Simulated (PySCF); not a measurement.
# Correlation energy of Se (selenium, neutral)

[Ar] 3d10 4s2 4p4, high-spin 3P determinant. Computed with PySCF 2.14 in cc-pVDZ-DK (5s4p2d, 27 functions), with scalar relativity by spin-free X2C-1e. Frozen: [Ar] 3d10; 6 electrons correlated.

MP2 pair energies summed by pair of shells (mhartree):

```tsv
pair	energy	share (%)
4p-4p	-33.23	46.8
4s-4p	-31.46	44.3
4s-4s	-6.34	8.9
```

Total MP2 correlation energy: -71.03 mhartree.

Same-spin part -17.68 and opposite-spin part -53.35 mhartree; SCS-MP2 scales them by 1/3 and 6/5 to -69.92 mhartree.

| level | correlation energy (mhartree) |
| --- | --- |
| CCSD | -86.43 |
| (T) | -0.83 |
| CCSD(T) | -87.26 |

Diagnostics: T1 = 0.0061, D1 = 0.0199, largest double amplitude 0.051.

Cost of the coupled-cluster step: 0.11 s of wall time on 1 thread of Neoverse-V1 (shared host), for 6 correlated electrons.

Iterations:

```
CC2 = 0
CCSD nocc = (np.int64(4), np.int64(2)), nmo = (13, 13)
frozen orbitals [[0, 1, 2, 3, 4, 5, 6, 7, 8, 9, 10, 11, 12, 13], [0, 1, 2, 3, 4, 5, 6, 7, 8, 9, 10, 11, 12, 13]]
max_cycle = 100
direct = 0
conv_tol = 1e-08
conv_tol_normt = 1e-06
diis_space = 8
diis_start_cycle = 0
Init t2, MP2 energy = -0.0710297086276121
Init E_corr(UCCSD) = -0.0710297086277111
cycle = 1  E_corr(UCCSD) = -0.0830017893964059  dE = -0.0119720808  norm(t1,t2) = 0.0360824
cycle = 2  E_corr(UCCSD) = -0.0854372894175707  dE = -0.00243550002  norm(t1,t2) = 0.0109451
cycle = 3  E_corr(UCCSD) = -0.0864433947407955  dE = -0.00100610532  norm(t1,t2) = 0.00398944
cycle = 4  E_corr(UCCSD) = -0.0864249841209702  dE = 1.84106198e-05  norm(t1,t2) = 0.000390773
cycle = 5  E_corr(UCCSD) = -0.0864279491846694  dE = -2.9650637e-06  norm(t1,t2) = 9.13963e-05
cycle = 6  E_corr(UCCSD) = -0.0864274785022195  dE = 4.7068245e-07  norm(t1,t2) = 1.99795e-05
cycle = 7  E_corr(UCCSD) = -0.0864276407414444  dE = -1.62239225e-07  norm(t1,t2) = 3.64581e-06
cycle = 8  E_corr(UCCSD) = -0.0864275930336829  dE = 4.77077615e-08  norm(t1,t2) = 4.89802e-07
cycle = 9  E_corr(UCCSD) = -0.0864275990072406  dE = -5.97355777e-09  norm(t1,t2) = 7.3495e-08
UCCSD converged
E(UCCSD) = -2428.045793018702  E_corr = -0.08642759900724063
UCCSD(T) correction = -0.00082996382599023
```
